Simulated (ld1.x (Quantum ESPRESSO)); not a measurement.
**Before and after: TM potential for argon (Ar)**

Ar (Z = 18), norm-conserving Troullier–Martins (Kleinman–Bylander form), made with ld1.x (Quantum ESPRESSO) 7.5 (revPBE, scalar-relativistic). Core [Ne], reference 3s2 3p6. Waves: 3p (bound): rc 1.35 bohr; 3d channel at 0.3 Ry: rc 1.45 bohr; 3s (bound): rc 1.25 bohr. Local part: the s channel. Core correction: none.

All-electron outer shells of the reference configuration (revPBE, scalar-relativistic, ld1.x):

```json
{"shell": "2s", "level (eV)": "-297.07", "outermost node (bohr)": "0.12", "outermost maximum (bohr)": "0.34"}
{"shell": "2p", "level (eV)": "-229.81", "outermost node (bohr)": "–", "outermost maximum (bohr)": "0.28"}
{"shell": "3s", "level (eV)": "-24.27", "outermost node (bohr)": "0.52", "outermost maximum (bohr)": "1.17"}
{"shell": "3p", "level (eV)": "-10.23", "outermost node (bohr)": "0.49", "outermost maximum (bohr)": "1.30"}
```

Change: wave 3s (bound): rc 1.25 bohr becomes 3s (bound): rc 0.94 bohr.

Cutoffs: the cutoffs (Ry, on a coarse ladder) from which the occupation-weighted sum of valence levels, in a spherical-Bessel basis at the reference potential, stays within 10 and 1 mRy of its value at 400 Ry; they do not see the model core or the augmentation charge, which bear on the density cutoff. Errors are all-electron minus pseudo energies relative to the spin-unpolarised reference configuration.

**Question.** Predict the effect on cutoff, ghosts and configuration errors.

**Answer.** The potential gets harder (60 Ry and 90 Ry → 140 Ry and 260 Ry); of the 6 tests that both files solve, the error grows in 5 and shrinks in 0 by more than 15 % and 0.3 meV (median size 10.1 → 25.1 meV); neither file shows a bound ghost. A smaller radius makes the pseudo-wave follow the all-electron one further in, where it bends more sharply, so more plane waves are needed. That the errors move this way runs against the usual rule that smaller radii transfer better.

| quantity | base | changed |
| --- | --- | --- |
| cutoff, loose | 60 Ry | 140 Ry |
| cutoff, tight | 90 Ry | 260 Ry |
| loose cutoff by channel (10 mRy a level) | p 15 Ry, s 35 Ry | p 15 Ry, s 90 Ry |
| bound ghosts | none | none |
| error for 3s2 3p5, meV [ΔE 16.02 eV] | +1.9 | +3.4 |
| error for 3s2 3p4, meV [ΔE 44.66 eV] | +18 | +27 |
| error for 3s2 3p3, meV [ΔE 87.22 eV] | +67 | +94 |
| error for 3s2 3p5.5, meV [ΔE 6.53 eV] | -0.1 | +0.2 |
| error for 3s1 3p6, meV [ΔE 30.66 eV] | +1.9 | +23 |
| error for 3s2 3p2, meV [ΔE 144.83 eV] | +171 | +233 |
| s: phases at 1.59 bohr within 0.05 rad from the reference energy up to (Ry; the scan ends near 5) | to the end of the scan | 4.6 |
| p: phases at 1.59 bohr within 0.05 rad from the reference energy up to (Ry; the scan ends near 5) | to the end of the scan | to the end of the scan |
| d: phases at 1.59 bohr within 0.05 rad from the reference energy up to (Ry; the scan ends near 5) | to the end of the scan | to the end of the scan |
